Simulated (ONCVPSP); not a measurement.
Potentials for Se compared

Generated with ld1.x 7.5 (TM, RRKJ, ultrasoft, PAW), atompaw 4.2 or ONCVPSP 4.0.1. The cutoff is in Ry: for ld1.x and atompaw files where the sum of valence levels is converged to 10 mRy in a Bessel basis, for ONCV files where the hardest occupied wave has 1 mHa per electron of residual kinetic energy. The error is the largest all-electron minus pseudo excitation energy over each file’s own four to seven test configurations (ionisations up to +4, promotions, holes and added fractions of an electron), all of which were solved. The labels leave out finer settings (local radius, basis sizes, second energies), which also bear on the numbers. Spin-polarised tests are not counted. The rows are a selection from randomly drawn settings: files with unsolved tests, undetermined cutoffs or missed reference levels are left out.

A true bound ghost makes a file unfit for plane-wave use even where its test errors are small: the radial tests pick states by their node count and pass the ghost by.

| potential | cutoff (Ry) | largest error (meV) | bound ghosts |
| --- | --- | --- | --- |
| ONCV, LDA (Perdew-Wang 92), scalar-relativistic, rc 1.35/2.00/0.90 (spd), local smoothed, core correction no, reference 3d10 4s2 4p4, qcut 4.8/4.4/20.9, projectors 1/2/3 | 321 | -536 | s |
| ONCV, PBE, fully relativistic, rc 1.65/1.65/1.05 (spd), local smoothed, core correction yes, reference 3d10 4s1.5 4p4.5, qcut 4.2/4/14.9, projectors 2/2/1 | 200 | +1.7 | s |
| ONCV, PBE, scalar-relativistic, rc 1.05/1.10/0.90 (spd), local smoothed, core correction no, reference 3s2 3p6 3d10 4s2 4p2, qcut 15/15.3/16.8, projectors 2/2/2 | 241 | -10 | none |
| ONCV, PBE, scalar-relativistic, rc 0.95/1.05/1.10/0.95 (spdf), local smoothed, core correction yes, reference 3s2 3p6 3d10 4s2 4p3.75, qcut 13.6/12.8/13.6/10.9, projectors 2/2/3/2 | 157 | -2.9 | none |

Q: Fill in the row for Se: ONCV, LDA (Perdew-Zunger), scalar-relativistic, rc 1.35/1.50/1.35 (spd), local d, core correction yes, reference 4s1 4p5, qcut 4.8/4.5/7.7, projectors 2/2/0.

A: cutoff 23 Ry, largest error +34 meV, bound ghosts: none.

Q: Fill in the row for Se: ONCV, LDA (Perdew-Zunger), scalar-relativistic, rc 1.50/1.35/1.05 (spd), local smoothed, core correction yes, reference 3d10 4s1.5 4p4.5, qcut 4/6.6/13.5, projectors 2/2/2.

A: cutoff 188 Ry, largest error -1.9 meV, bound ghosts: s, p.
